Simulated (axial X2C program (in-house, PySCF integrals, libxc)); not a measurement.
**LiSc⁻: from the spin-free to the two-component result**

All values were computed with an axial X2C code built on PySCF integrals. Spin-free means the one-electron spin-free X2C Hamiltonian; two-component (2c) means X2C with spin–orbit coupling and atomic mean-field two-electron Coulomb and Gaunt terms, so the difference of the two also holds small scalar two-electron terms. Basis: Sc dyall-acv3z [11s12p8d5f2g], Li dyall-av3z [9s9p3d] (cores contracted in-house); Gaussian nuclei, density fitting, unrestricted open shells. Masses: Sc 44.956 u, Li 7.016 u.

Spin-free state: M_S = 3/2, Λ = 0 (beyond evenly filled blocks: σα, π+α, π-α); fragments Sc + Li-.

```
level  Re (Å)  ωe (cm⁻¹)  μ (D)
 BP86   2.886      228.5  -5.89
```

Dipoles are positive if Li is the positive end and refer to the centre of mass.

Two-component determinant lowest at the distance of the search:

Ω = 3/2 (⟨Sz⟩ = 1.50, ⟨Lz⟩ = 0.00 at BP86); fragments Sc + Li-.

```json
{"level": "BP86", "Re (Å)": "2.885", "ωe (cm⁻¹)": "228.5", "μ (D)": "-5.90"}
```

From the two tables, how do the constants change at the BP86 level (2c against spin-free)?

At the BP86 level Re is unchanged within 0.001 Å and ωe stays the same within 0.2 cm⁻¹.

The state is a single determinant with fixed occupations, the lowest that a limited PBE0 search found. De is not given where an atomic determinant may have missed its ground term or J level, or where the truncated virtual space spoils (T). Density functionals use the spin component along the axis (collinear). PBE0 can misorder states that lie within some tenths of an eV, so this need not be the ground state of the molecule. The nearest other spin-free determinant of the search, M_S = 1/2, Λ = 0, lies 0.06 eV up at the distance of the search. The functionals have no current-density term, which raises determinants with orbital currents, atoms included. The spin of this state cannot come from the lowest atoms; the curve heads to a higher limit, and no De is given. With several unpaired electrons one determinant need not be a pure state. A state of lower Ω lies just above, and one determinant can place such states too high, so the state shown need not be the lowest. The search has Ω = 1/2 only 0.06 eV up. The highest occupied level of some functionals is positive through self-interaction error; at Hartree–Fock it is bound. This is the top spin component of a Σ state; components of lower Ω are not single determinants and can lie lower.
